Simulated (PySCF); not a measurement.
**TeO2F2, singlet: molecular constants**

Computed with PySCF, PBE0, basis Te def2-SVP with ECP28, O def2-SVP, F def2-SVP (scalar-relativistic core potentials, no spin–orbit coupling, density fitting).

The structure is a saddle point with 1 imaginary mode.

```xyz
5
charge 0 multiplicity 1, angstrom
Te   -0.0815   -0.0815    0.0000
O    -1.8757    0.1791    0.0000
O     0.1791   -1.8757    0.0000
F     1.8373    0.1501    0.0000
F     0.1501    1.8373    0.0000
```

- Point group: C2v
- Bond lengths: Te–F 1.933 Å (×2), Te–O 1.813 Å (×2)
- Bond angles: F–Te–F 76.2°, F–Te–O 88.6° (×2), F–Te–O 164.9° (×2), O–Te–O 106.5°
- Lowest empty level: -5.61 eV
- Rotational constants: 0.1386, 0.1373, 0.06897 cm⁻¹
- Atomisation energy without zero-point energy: 986 kJ/mol
- Zero-point energy (real modes): 24.5 kJ/mol
- Principal quadrupole moments (Buckingham, traceless) about the centre of mass: -7.39, -5.59, 12.98 D Å
- Principal polarisabilities: 22.2, 43.5, 46.6 bohr³
- Highest occupied level: -9.56 eV
- Dipole moment: 0.38 D

Harmonic modes (masses in u: Te 129.906, O 15.995, F 18.998):
```
symmetry  ω (cm⁻¹)  IR (km/mol)
      a2      179i            –
      b1       193         30.0
      b2       306         28.8
      a1       308         34.7
      a1       369          0.6
      b2       597         18.8
      a1       635         58.6
      a1       836         14.6
      b2       858         27.8
```

In C2v the vibrations span a2 + b1 + 3b2 + 4a1. Here b1 is antisymmetric to the molecular plane and b2 lies in it. The a2 mode carries no infrared intensity, as symmetry demands.

Charges (e):
```json
{"atom": "Te1", "Mulliken": "1.50", "Löwdin": "1.36", "polar tensor": "1.72", "Mayer order to Te1": "–"}
{"atom": "O2,3", "Mulliken": "-0.41", "Löwdin": "-0.39", "polar tensor": "-0.40", "Mayer order to Te1": "1.65"}
{"atom": "F4,5", "Mulliken": "-0.34", "Löwdin": "-0.29", "polar tensor": "-0.46", "Mayer order to Te1": "0.81"}
```

Mulliken populations on Te1 (electrons outside its core potential): s 3.48, p 8.29, d 10.73.

Outer orbital energies (eV). occupied: -13.05, -12.37, -11.75, -11.37, -11.13, -10.30, -9.89, -9.56; empty: -5.61, -4.86, 1.29, 2.16.

Other isomers or separated fragments may lie lower. At this level a singlet minimum of C2v symmetry lies 190 kJ/mol below this structure.

The final relaxation and frequency run took roughly 3 core-minutes on a shared host.
